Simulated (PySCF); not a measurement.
A structure optimised at PBE-D3(BJ)/def2-TZVP, used in a PySCF frequency run:

```
Si
H 1 1.4944
H 1 1.4986 2 108.85
H 1 1.4986 2 108.85 3 117.81
P 1 2.2594 2 109.40 4 121.10
H 5 1.4377 1 90.67 2 180.00
```
Charge 0, spin multiplicity 2.

Q: Write its SMILES, formula and point group.

A: [SiH3][PH], H4PSi, Cs

Q: What are its rotational constants (standard atomic weights)?

A: 63.326, 5.7481, 5.6181 GHz
